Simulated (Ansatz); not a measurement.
`CC1=CC(C)=[O+][B-](C)(C)O1`, 23 atoms. Total charge 0; spin multiplicity 1. Hardware: A = 4 threads of an AMD EPYC 7R13 on a shared host and a share of an NVIDIA H100 80 GB; B = 4 threads of an AMD EPYC 7R13 on a shared host. Correlated methods freeze the cores.

Q: How many basis functions does each run have, and how long does it take in Ansatz? RKS ωB97M-V/def2-QZVPP energy [A]; RKS ωB97M-V/def2-TZVPP energy and forces [A]; RKS ωB97M-V/def2-SVP energy [B]; direct RPA on PBE orbitals/def2-TZVPP energy [A]; RKS r2SCAN-D4/def2-TZVPP energy and forces [A]; RHF-CCSD(T)/def2-SVP energy [A]; RHF-MP2/def2-QZVPP energy [A]; RHF-CCSD(T)/def2-TZVPP energy [A]; RKS PBE0-D4/def2-TZVP relaxation (18 steps) [A]; RKS revPBE-D4/def2-TZVPP energy [A]; RKS PBE0-D4/def2-SVP energy [B]; RKS PBE0-D4/def2-QZVPP energy [A]. (An estimate is asked.)

A: Computed: Other jobs shared the machine, so times are rough.

```json
{"level": "RKS revPBE-D4/def2-TZVPP", "job": "energy [A]", "functions": "492", "wall time": "2 s", "peak host memory (GiB)": "1.1"}
{"level": "RKS r2SCAN-D4/def2-TZVPP", "job": "energy and forces [A]", "functions": "492", "wall time": "2.7 s", "peak host memory (GiB)": "1.1"}
{"level": "RHF-CCSD(T)/def2-SVP", "job": "energy [A]", "functions": "205", "wall time": "2.9 s", "peak host memory (GiB)": "0.86"}
{"level": "RKS PBE0-D4/def2-SVP", "job": "energy [B]", "functions": "205", "wall time": "3.6 s", "peak host memory (GiB)": "0.89"}
{"level": "RKS PBE0-D4/def2-QZVPP", "job": "energy [A]", "functions": "960", "wall time": "3.8 s", "peak host memory (GiB)": "1.6"}
{"level": "direct RPA on PBE orbitals/def2-TZVPP", "job": "energy [A]", "functions": "492", "wall time": "3.9 s", "peak host memory (GiB)": "2.7"}
{"level": "RKS ωB97M-V/def2-TZVPP", "job": "energy and forces [A]", "functions": "492", "wall time": "4.7 s", "peak host memory (GiB)": "1.3"}
{"level": "RHF-MP2/def2-QZVPP", "job": "energy [A]", "functions": "960", "wall time": "6.5 s", "peak host memory (GiB)": "1.7"}
{"level": "RKS ωB97M-V/def2-QZVPP", "job": "energy [A]", "functions": "960", "wall time": "6.5 s", "peak host memory (GiB)": "1.7"}
{"level": "RKS ωB97M-V/def2-SVP", "job": "energy [B]", "functions": "205", "wall time": "11 s", "peak host memory (GiB)": "1.1"}
{"level": "RKS PBE0-D4/def2-TZVP", "job": "relaxation (18 steps) [A]", "functions": "388", "wall time": "36 s", "peak host memory (GiB)": "1.1"}
{"level": "RHF-CCSD(T)/def2-TZVPP", "job": "energy [A]", "functions": "492", "wall time": "47 s", "peak host memory (GiB)": "2.6"}
```
